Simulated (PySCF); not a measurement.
**Dipole response of Ga³⁺ (gallium, charge +3)**

[Ar] 3d10, closed-shell 1S. All numbers are calculated (PySCF 2.14, the spin-free X2C one-electron Hamiltonian (Gaussian nucleus), in aug-cc-pVQZ-DK (8s7p5d3f2g, 93 functions)). Coupled (time-dependent) response in atomic units; α is the mean over directions.

```tsv
method	mean α (bohr³)	C₆ (like pair)	S(−4)
UHF	1.038	1.528	0.4245
PBE	1.281	2.018	0.7310
PBE0	1.200	1.851	0.6163
BHandHLYP	1.142	1.732	0.5462
```

S(−4) is the Cauchy moment in α(ω) = α(0) + S(−4) ω² + …

α(iu) at BHandHLYP:

```
u (hartree)  α(iu) (bohr³)
          0          1.142
     0.0500          1.140
      0.100          1.136
      0.200          1.120
      0.300          1.096
      0.500          1.026
      0.750         0.9228
       1.00         0.8196
       1.50         0.6432
       2.00         0.5098
       3.00         0.3337
       5.00         0.1660
```

A single London oscillator, α(iu) = α/(1 + u²/ω²), gives C₆ = (3/4) ω α². Matching the computed C₆ needs ω = 4 × 1.732 / (3 × 1.142²) = 1.77 hartree.

For an ion, C₆ is the dispersion term alone; charge-induced terms of lower order in 1/R come first.
